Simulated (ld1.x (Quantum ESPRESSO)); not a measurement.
Transferability test, ultrasoft potential for sulfur

ld1.x (Quantum ESPRESSO) 7.5 input, shortened:

```
&input
   title='S', zed=16., rel=0, dft='PBE', iswitch=3,
   config='[Ne] 3s2 3p4 3d-2'
 /
 &inputp
   pseudotype=3, tm=.true., lloc=-1, rcloc=1.45,
   nlcc=.true., rcore=0.75,
   which_augfun='PSQ', rmatch_augfun_nc=.true.
 /
6
3S  1  0   2.00   0.00  1.10  1.45  0.0
3S  1  0   0.00   1.85  1.10  1.45  0.0
3P  2  1   4.00   0.00  1.20  1.65  0.0
3P  2  1   0.00   0.15  1.20  1.65  0.0
3D  3  2  -2.00  -0.15  1.35  1.60  0.0
3D  3  2  -2.00   0.80  1.35  1.60  0.0
 &test
   configts(1)='3s2 3p4'
 /
```

Energies are relative to the spin-unpolarised reference configuration 3s2 3p4; without spin polarisation the order of configurations can differ from experiment.

| valence configuration | charge | ΔE all-electron (eV) | error AE − PS (meV) |
| --- | --- | --- | --- |
| 3s2 3p3 | +1 | 11.782 | +0.7 |
| 3s2 3p1 | +3 | 68.128 | +23 |
| 3s0 3p6 | 0 | 20.480 | -8.2 |
| 3s2 3p4.3 | -0.3 | -1.713 | 0.0 |
| 3s2 3p0 | +4 | 114.928 | +65 |
| 3s2 3p3.5 | +0.5 | 4.667 | +0.1 |

Problem. What are ΔE and the potential's error for 3s2 3p2?

Solution. ΔE = 34.078 eV all-electron; the error (AE − PS) is +6.0 meV.
